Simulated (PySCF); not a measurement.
n-butyl acetate, C6H12O2, SMILES CCCCOC(C)=O at its GFN2-xTB optimised geometry (Å):

```
20

C     -3.2180    -1.1821     2.5241
C     -2.7292    -0.4258     1.2950
C     -1.2046    -0.3852     1.2310
C     -0.7183     0.3641     0.0000
O      0.7100     0.3641     0.0000
C      1.3062     0.9809    -1.0251
C      2.8057     0.9080    -0.8985
O      0.7075     1.5168    -1.9194
H     -2.8578    -0.7062     3.4332
H     -4.3046    -1.2002     2.5533
H     -2.8575    -2.2081     2.5090
H     -3.1155    -0.9068     0.3939
H     -3.1169     0.5949     1.3170
H     -0.8066    -1.4012     1.2053
H     -0.8084     0.1053     2.1219
H     -1.0736    -0.1122    -0.9211
H     -1.0734     1.4012     0.0000
H      3.1155    -0.1332    -0.8608
H      3.1130     1.3875     0.0274
H      3.2673     1.4046    -1.7460
```

Calculation: PBE0/def2-SVP in PySCF. Cells within 0.4 Å of a nucleus heavier than hydrogen are left out (blank, or x).

Map of the HOMO−1 amplitude (bohr^(-3/2)), clipped to [-0.25, 0.25] on the plane z = 0.0 Å; orbital energy -8.51 eV, overall sign arbitrary:

```
|444444444444444444444444444|
|444444444444444444444444444|
|444444444444444444444444444|
|444444444444444444444444444|
|444444444444444444444444444|
|444444444444444444444444444|
|444444444444444444444444444|
|444444444444444444444444444|
|444444444433444444444444444|
|444444444322345554444444444|
|444444444311346655444444444|
|444444444321358965444444444|
|44444444444xx4xx54444444444|
|44444444455x530x24444444444|
|444444444555532134444444444|
|444444444455443334444444444|
|444444444444444444444444444|
|444444444444444444444444444|
|444444444444444444444444444|
|444444444444444444444444444|
|444444444444444444444444444|
|444444444444444444444444444|
|444444444444444444444444444|
|444444444444444444444444444|
|444444444444444444444444444|
|444444444444444444444444444|
|444444444444444444444444444|
```
Scale: ten equal steps from -0.216 (start of '0') to 0.250 (end of '9'), in the order '0123456789'; x runs from -5.50 to 5.50, y from -5.50 (bottom) to 5.50 (top).
